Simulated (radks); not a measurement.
Task: Coulomb parameter of the 3d shell of the cobalt ion Co3+ in the model configuration [Ar] 3d5 4p1, as a second difference U = [E(n + 1) + E(n - 1) - 2 E(n)] / (1)^2 with all orbitals relaxed. "Bare": the charge of the atom changes with n. "Screened": the 4p shell takes up the change at fixed total charge, which measures U(3d,3d) + U(4p,4p) - 2 U(3d,4p). Method: scalar-relativistic Kohn-Sham, PBEsol, spin-unpolarised, spherical densities, finite nucleus; Fermi nuclear charge, rms radius 3.7875 fm; computed with a radial shooting solver on a logarithmic mesh with Libxc functionals. Estimate both.

Result: U(bare) = 20.540 eV, U(screened by 4p) = 6.246 eV, against the Slater integral F0(3d,3d) = 28.139 eV with frozen orbitals.
